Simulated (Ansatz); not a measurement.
`[OH][Sn][SH]` + HCl → `[OH][Sn][Cl]` + H₂S at 400 K and 1 bar (ligand exchange at the Sn–S bond).

Program: Ansatz. Geometries: PBE0-D4/def2-TZVP. ΔE: electronic, gas phase. CCSD(T)/CBS is the MP2 limit (def2-TZVPP, def2-QZVPP) plus CCSD(T) − MP2 in def2-TZVPP, frozen cores. This one scheme is used for every species. def2 core potentials past Kr. For Sn outer-core shells are correlated without core-valence functions, which leaves a few kJ/mol of doubt a bond. Each species was taken in one conformer, which may not be the lowest.

| species | CCSD(T)/CBS energy (Eh) | H − E (kJ/mol) | S (J/(mol·K)) |
| --- | --- | --- | --- |
| `[OH][Sn][SH]` | -688.24306 | 81.1 | 339.2 |
| HCl | -460.38127 | 29.6 | 195.4 |
| `[OH][Sn][Cl]` | -749.66523 | 57.1 | 323.3 |
| H₂S | -398.97279 | 53.4 | 215.9 |

H − E and S are ideal-gas, rigid-rotor, harmonic terms from PBE0-D4/def2-TZVP, for one conformer and one mirror image of each species. 1 Eh = 2625.50 kJ/mol, R = 8.31446 J/(mol·K).

Problem. By hand: ΔE, ΔH, ΔS and ΔG.

Solution. ΔE = (-749.66523) + (-398.97279) − (-688.24306) − (-460.38127) = -0.01369 Eh = -35.9 kJ/mol. Δ(H − E) = 57.1 + 53.4 − 81.1 − 29.6 = -0.2, so ΔH = -36.1 kJ/mol. ΔS = 323.3 + 215.9 − 339.2 − 195.4 = 4.6 J/(mol·K). ΔG = -36.1 − 400 × (4.6)/1000 = -37.9 kJ/mol.

Problem. By hand: the equilibrium constant, and the temperature at which ΔG would vanish if ΔH and ΔS stayed fixed.

Solution. log₁₀ K = −ΔG/(RT ln 10) = 4.9. ΔH and −TΔS have one sign here, so there is no such temperature. One of them is within its doubt of zero, so this could turn.

The number of gas molecules stays the same, so ΔS is small and ΔH decides. A doubt of 5 kJ/mol in ΔE shifts log₁₀ K by 0.7 here. Other conformers and mirror images would add mixing entropy, several J/(mol·K) or more a flexible species. These are equilibria of isolated gas molecules and say nothing of rates. Largest T1 diagnostic: 0.017 (customary marks: 0.02 for closed shells, 0.045 for open ones).
